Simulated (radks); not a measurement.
The numbers below are computed, except where a source is named.
Species: Mo3+. Configuration: [Kr] 4d3.

Code: a radial shooting solver on a logarithmic mesh with Libxc functionals. Model: scalar-relativistic Kohn-Sham, r2SCAN, spin-polarised, spherical densities, finite nucleus; open shells are filled with parallel spins first (spin-orbit coupling, left out, can overturn this in heavy ions); meta-GGA in the generalised Kohn-Sham scheme; Fermi nuclear charge, rms radius 4.4091 fm.

Energy parts (hartree):
part                       energy
total                 -4047.44520
kinetic                4173.45269
electron-nucleus      -9707.84890
Hartree                1610.03411
exchange-correlation   -123.08310

Orbitals (lengths in bohr, moments of r in powers of bohr; r(max) is where P^2 peaks):
| orbital | occ. | eigenvalue (hartree) | <1/r> | <r^2> | r(max) |
|---|---|---|---|---|---|
| 1s up | 1 | -731.2562 | 43.54 | 0.001670 | 0.02287 |
| 1s down | 1 | -731.2572 | 43.54 | 0.001670 | 0.02287 |
| 2s up | 1 | -104.7726 | 9.820 | 0.02783 | 0.1295 |
| 2s down | 1 | -104.7513 | 9.821 | 0.02782 | 0.1295 |
| 2p up | 3 | -93.69641 | 9.532 | 0.02193 | 0.1036 |
| 2p down | 3 | -93.68115 | 9.533 | 0.02193 | 0.1036 |
| 3s up | 1 | -19.02670 | 3.377 | 0.2096 | 0.3829 |
| 3s down | 1 | -19.02011 | 3.376 | 0.2097 | 0.3830 |
| 3p up | 3 | -15.36315 | 3.207 | 0.2150 | 0.3768 |
| 3p down | 3 | -15.35440 | 3.205 | 0.2150 | 0.3769 |
| 3d up | 5 | -9.42454 | 2.968 | 0.2073 | 0.3233 |
| 3d down | 5 | -9.40734 | 2.967 | 0.2071 | 0.3236 |
| 4s up | 1 | -3.64726 | 1.228 | 1.378 | 0.9913 |
| 4s down | 1 | -3.54790 | 1.240 | 1.360 | 0.9842 |
| 4p up | 3 | -2.65957 | 1.097 | 1.689 | 1.069 |
| 4p down | 3 | -2.54760 | 1.110 | 1.662 | 1.062 |
| 4d up | 3 | -1.25058 | 0.8223 | 2.964 | 1.310 |
| 4d down | 0 | -1.11253 | 0.8355 | 2.934 | 1.291 |

The highest occupied level is 4d up at -34.030 eV. The electron density at the nucleus is 9.262e+04 e/bohr^3 (large components only).
